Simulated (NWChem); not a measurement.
System: C2H6OSi; SMILES C=C[SiH2]O

Output (shortened):

```
             Northwest Computational Chemistry Package (NWChem) 7.3.0
             --------------------------------------------------------

                             Geometry "geometry" -> ""
                             -------------------------

 Output coordinates in angstroms (scale by  1.889725989 to convert to a.u.)

  No.       Tag          Charge          X              Y              Z
 ---- ---------------- ---------- -------------- -------------- --------------
    1 Si                  14.0000    -0.53548000     0.70334500    -0.03591200
    2 O                    8.0000     1.04440200     1.29448200    -0.05367200
    3 C                    6.0000    -0.53484900    -1.17210600     0.03929700
    4 C                    6.0000     0.60243900    -1.88913500    -0.06450900
    5 H                    1.0000    -1.15883500     1.20217900    -1.30628400
    6 H                    1.0000    -1.32662300     1.23995500     1.13384600
    7 H                    1.0000     1.53448600     1.15467200     0.77505300
    8 H                    1.0000    -1.49139000    -1.71203300     0.17698000
    9 H                    1.0000     1.57725700    -1.39000100    -0.20744400
   10 H                    1.0000     0.61700500    -2.99190400    -0.01762700

 Effective nuclear repulsion energy (a.u.)     158.2443856523

                              NWChem Property Module
                              ----------------------

                                 NWChem DFT Module
                                 -----------------

 Summary of "ao basis" -> "ao basis" (spherical)
 ------------------------------------------------------------------------------
       Tag                 Description            Shells   Functions and Types
 ---------------- ------------------------------  ------  ---------------------
 Si                       aug-cc-pvdz               11       27   5s4p2d
 O                        aug-cc-pvdz                9       23   4s3p2d
 C                        aug-cc-pvdz                9       23   4s3p2d
 H                        aug-cc-pvdz                5        9   3s2p

            General Information
            -------------------
          SCF calculation type: DFT
          Wavefunction type:  closed shell.
          No. of atoms     :    10
          No. of electrons :    40
           Alpha electrons :    20
            Beta electrons :    20
          Charge           :     0
          Spin multiplicity:     1
          Use of symmetry is: off; symmetry adaption is: off
          Maximum number of iterations: 150
          AO basis - number of functions:   150
                     number of shells:    68
          Convergence on energy requested:  1.00D-06
          Convergence on density requested:  1.00D-05
          Convergence on gradient requested:  5.00D-04

              XC Information
              --------------
                         B3LYP Method XC Potential
                     Hartree-Fock (Exact) Exchange  0.200
                        Slater Exchange Functional  0.800 local
                    Becke 1988 Exchange Functional  0.720 non-local
              Lee-Yang-Parr Correlation Functional  0.810
                  VWN I RPA Correlation Functional  0.190 local

             Grid Information
             ----------------
          Grid used for XC integration:  medium
          Radial quadrature: Mura-Knowles
          Angular quadrature: Lebedev.
          Tag              B.-S. Rad. Rad. Pts. Rad. Cut. Ang. Pts.
          ---              ---------- --------- --------- ---------
          Si                  1.10       88          15.0       590
          O                   0.60       49          15.0       434
          C                   0.70       49          15.0       434
          H                   0.35       45          16.0       434
          Grid pruning is: on
          Number of quadrature shells:   505
          Spatial weights used:  Erf1

      Superposition of Atomic Density Guess
      -------------------------------------

 Sum of atomic energies:        -441.93286826

      Non-variational initial energy
      ------------------------------

 Total energy =    -443.674215
 1-e energy   =    -921.204936
 2-e energy   =     319.286336
 HOMO         =      -0.333274
 LUMO         =      -0.025309

   convergence    iter        energy       DeltaE   RMS-Dens  Diis-err
 ---------------- ----- ----------------- --------- --------- ---------
 d= 0,ls=0.0,diis     1   -444.5226077313 -6.03D+02  1.90D-02  6.13D-01
 d= 0,ls=0.0,diis     2   -444.4859134064  3.67D-02  5.24D-03  1.06D+00
 d= 0,ls=0.0,diis     3   -444.5855852291 -9.97D-02  1.26D-03  5.47D-02
 d= 0,ls=0.0,diis     4   -444.5904182773 -4.83D-03  5.07D-04  2.44D-03
 d= 0,ls=0.0,diis     5   -444.5906386704 -2.20D-04  1.82D-04  7.34D-04
  Resetting Diis
 d= 0,ls=0.0,diis     6   -444.5907337134 -9.50D-05  5.10D-05  3.65D-05
 d= 0,ls=0.0,diis     7   -444.5907387473 -5.03D-06  3.83D-05  2.79D-06
 d= 0,ls=0.0,diis     8   -444.5907384044  3.43D-07  1.99D-05  5.19D-06
 d= 0,ls=0.0,diis     9   -444.5907391321 -7.28D-07  2.44D-06  1.20D-07

[...]

 DFT Linear Response polarizability / au
 Frequency  =       0.0773000 / au
 Wavelength =     589.4353558 / nm
              X              Y              Z
 -----------------------------------------------
 X      63.0724236     -8.9725716     -0.6773883
 Y      -8.9725872     69.7891397      0.3259753
 Z      -0.6774084      0.3259381     50.0296712
 -----------------------------------------------
 Eigenvalues =      56.8703441     76.0277127     49.9931777
 Isotropic   =      60.9637448
 Anisotropic =      23.3676828
 -----------------------------------------------

 Magnetic Dipole Response Matrix (nonzero elements):
```

Level: B3LYP/aug-cc-pVDZ. All runs use the structure optimised with PBE-D3(BJ)/def2-SVP.

### Question
Write an input that gives this output.

### Answer
Several could match; the one computed here: the input that was run:
```
start job
memory heap 200 mb stack 900 mb global 1100 mb
geometry units angstroms noautosym nocenter noautoz
  Si    -0.535480     0.703345    -0.035912
  O      1.044402     1.294482    -0.053672
  C     -0.534849    -1.172106     0.039297
  C      0.602439    -1.889135    -0.064509
  H     -1.158835     1.202179    -1.306284
  H     -1.326623     1.239955     1.133846
  H      1.534486     1.154672     0.775053
  H     -1.491390    -1.712033     0.176980
  H      1.577257    -1.390001    -0.207444
  H      0.617005    -2.991904    -0.017627
end
basis spherical
  * library aug-cc-pvdz
end
dft
  xc b3lyp
  iterations 150
end
property
  response 1 0.0773
end
task dft property
```
